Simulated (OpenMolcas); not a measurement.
**3d6 along the 24-electron sequence**

| Quantity | Value |
| --- | --- |
| Program | OpenMolcas 26.06 |
| Method | MS-CASPT2, IPEA 0.25 Eh, imaginary shift 0.1 Eh |
| Basis | ANO-RCC-VTZP |
| Scalar Hamiltonian | DKH2, point nucleus |
| Spin-orbit coupling | RASSI with atomic mean-field integrals over the reference wave functions, term energies averaged over their components |

Active space for each ion: 6 electrons in 10 orbitals (3d 4d); closed shells correlated by CASPT2: 3s 3p.

Computed levels in cm-1 above 5D4:

```tsv
Level	Co3+	Ni4+	Cu5+
5D3	609	821	1105
5D2	1028	1379	1842
5D1	1296	1735	2310
5D0	1426	1908	2540
3P2(1)	23760	26900	29890
3H6	24620	28070	31360
3H5	24890	28430	31810
3H4	25070	28640	32010
3P1(1)	25650	29380	33210
weight of 5D in the lowest level (%)	100	100	100
```

Measured, with the error of the calculation in %. Measured levels: Co3+ from Sugar and Corliss, J. Phys. Chem. Ref. Data 10, 1097 (1981); Ni4+ from Corliss and Sugar, J. Phys. Chem. Ref. Data 10, 197 (1981); Cu5+ from Sugar and Musgrove, J. Phys. Chem. Ref. Data 19, 527 (1990).

```json
{"Level": "5D3", "Co3+": "639 (-4.7)", "Ni4+": "890 (-7.7)", "Cu5+": "1196 (-7.6)"}
{"Level": "5D2", "Co3+": "1078 (-4.6)", "Ni4+": "1490 (-7.4)", "Cu5+": "1987 (-7.3)"}
{"Level": "5D1", "Co3+": "", "Ni4+": "1872 (-7.3)", "Cu5+": "2490 (-7.3)"}
{"Level": "5D0", "Co3+": "1494 (-4.5)", "Ni4+": "2058 (-7.3)", "Cu5+": "2733 (-7.2)"}
{"Level": "3P2(1)", "Co3+": "22883 (+3.8)", "Ni4+": "26153 (+2.8)", "Cu5+": "29285 (+2.1)"}
{"Level": "3H6", "Co3+": "23680 (+4.0)", "Ni4+": "27111 (+3.5)", "Cu5+": "30418 (+3.1)"}
{"Level": "3H5", "Co3+": "24032 (+3.6)", "Ni4+": "27578 (+3.1)", "Cu5+": "31009 (+2.6)"}
{"Level": "3H4", "Co3+": "24272 (+3.3)", "Ni4+": "27859 (+2.8)", "Cu5+": "31288 (+2.3)"}
{"Level": "3P1(1)", "Co3+": "24729 (+3.7)", "Ni4+": "28698 (+2.4)", "Cu5+": "32685 (+1.6)"}
```

The fine-structure level 5D0 changes by a factor of 1.78 from Co3+ to Cu5+. Its fourth root runs 6.15, 6.61, 7.10, with steps per unit of Z of 0.46, 0.49; equal steps would mean a (Z - σ)^4 law with constant σ.

3P2(1) changes by a factor of 1.26 over the same range, with steps per unit of Z of +3140, +2990 cm-1.

CASPT2 does not keep the components of a term degenerate, so their means are used; among the terms shown or strongly mixed into the levels shown the widest spread is 170 cm-1 (3d6 3H, Ni4+). Active for correlation alone: 4d; no level in the range computed is led by a configuration that fills it, so any true level of that kind is missing. Measured partners are found by configuration, term and J. A level has none where our copy of the source lacks it or the pairing is in doubt (some pairs that miss far off the trend of their configuration count as doubtful), and it then counts in no deviation. Only configurations of the active space appear.

A number in round brackets counts repeated terms of one configuration in the order of the reference energies.
